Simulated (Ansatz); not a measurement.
The cluster KNa4⁺. Total charge 1; singlet. Geometry PBE/def2-SVP; atoms count from 1.

```tsv
atom	x (Å)	y (Å)	z (Å)
Na1	-0.017	-0.035	-0.065
Na2	1.833	2.246	-2.160
Na3	-0.267	0.324	-3.709
Na4	0.796	-0.265	3.283
K5	-2.344	-2.271	2.651
```

The restricted singlet is unstable towards broken spin symmetry in Hartree–Fock (as tested in another run); at PBE0/def2-TZVP this wasn't settled. The structure comes from a short search, and lower isomers may exist.

Question: Estimate the Mulliken populations from the PBE0/def2-TZVP orbitals of Ansatz.

Answer: 
| atom | charge (e) |
| --- | --- |
| Na1 | 0.41 |
| Na2 | 0.12 |
| Na3 | 0.10 |
| Na4 | 0.07 |
| K5 | 0.30 |
Mulliken values and Mayer orders depend strongly on the basis.

Question: And the Mayer bond orders between bonded heavy atoms (over 0.3)?

Answer: Na1–Na4 0.30 (3.45 Å); Na2–Na3 0.77 (3.24 Å); Na4–K5 0.63 (3.78 Å).
